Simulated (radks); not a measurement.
Values are calculated unless marked as measured or tabulated.
Fractional charge and spin in the 5s shell of barium: the spin-up occupation runs from 0 to 1 and the spin-down occupation from 0 to 1; the fullest corner is Ba3+, [Kr] 4d10 5p(up 2.5, down 2.5) 5s(up 1, down 1). Code: a radial shooting solver on a logarithmic mesh with Libxc functionals. Model: scalar-relativistic Kohn-Sham, r2SCAN, spin-polarised, spherical densities, finite nucleus; meta-GGA in the generalised Kohn-Sham scheme; Fermi nuclear charge, rms radius of each element as measured or else 0.836 A^(1/3) + 0.57 fm. Energy (eV) minus the two flat planes that join the four corners (they meet along the diagonal where the two added fractions sum to one electron); zero is where a piecewise linear energy would lie.

\begin{tabular}{lrrrrr}
down \ up & 0 & 0.25 & 0.5 & 0.75 & 1 \\ \hline
0 & 0.000 & -1.185 & -1.581 & -1.186 & 0.000 \\
0.25 & -1.185 & -1.467 & -0.966 & 0.317 & -1.136 \\
0.5 & -1.581 & -0.966 & 0.422 & -0.932 & -1.513 \\
0.75 & -1.186 & 0.317 & -0.932 & -1.416 & -1.134 \\
1 & 0.000 & -1.136 & -1.513 & -1.134 & 0.000 \\
\end{tabular}

Corners above the fullest one (they belong to Ba4+ and the next ion): (up 1, down 0) 64.689 eV, (up 0, down 1) 64.689 eV, (up 0, down 0) 143.45 eV. With half an added electron in each spin the energy lies 0.422 eV from the planes, and with half an added electron in spin up alone -1.581 eV. The planes are only a guide here: the flat-plane condition holds for ground states with one frontier orbital, while this shell lies below other occupied shells, so the corners above the fullest one are inner-hole states and not the ground states of those ions.
